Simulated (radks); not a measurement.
Spherical jellium clusters: N electrons in a uniform positive sphere of charge N and radius rs N^(1/3), rs = 2.07 bohr. Method: non-relativistic Kohn-Sham, LDA (Slater exchange, Perdew-Wang correlation), spin-polarised, spherical densities; computed with a radial shooting solver with Libxc functionals. Levels are named by radial order and angular momentum (1s, 1p, 1d, 2s, ...), and open shells are averaged over m.

N = 28, configuration 1s2 1p6 1d10 2s2 1f(up 7, down 1). This is the lowest configuration that the search found. Occupied and some empty levels:

level,occupation,eigenvalue (eV),<r> (bohr)
1s up,1,-12.806,3.641
1s down,1,-12.456,3.511
1p up,3,-10.154,4.501
1p down,3,-9.6117,4.427
1d up,5,-7.0849,5.150
1d down,5,-6.4439,5.129
2s up,1,-6.2642,4.572
2s down,1,-5.8554,4.644
1f up,7,-3.7270,5.797
1f down,1,-3.0675,5.848
2p up,0,-2.8916,5.965
2p down,0,-2.5263,6.102
2d up,0,-0.44977,8.982
1g up,0,-0.32205,6.818
2d down,0,-0.23060,9.823

Energy (eV): total -6.04002, kinetic 162.10, external -3930.4, Hartree 1902.5, exchange-correlation -176.64, background 2036.4.

Electron density:

r (bohr),n(r) (e/bohr^3)
0.477,0.03252
1.27,0.02816
2.07,0.02427
2.87,0.02437
3.66,0.02711
4.46,0.02734
5.26,0.02161
6.05,0.01252
6.85,0.005522
7.65,0.002112
8.45,0.0007572
9.24,0.0002634
10.0,0.00009051
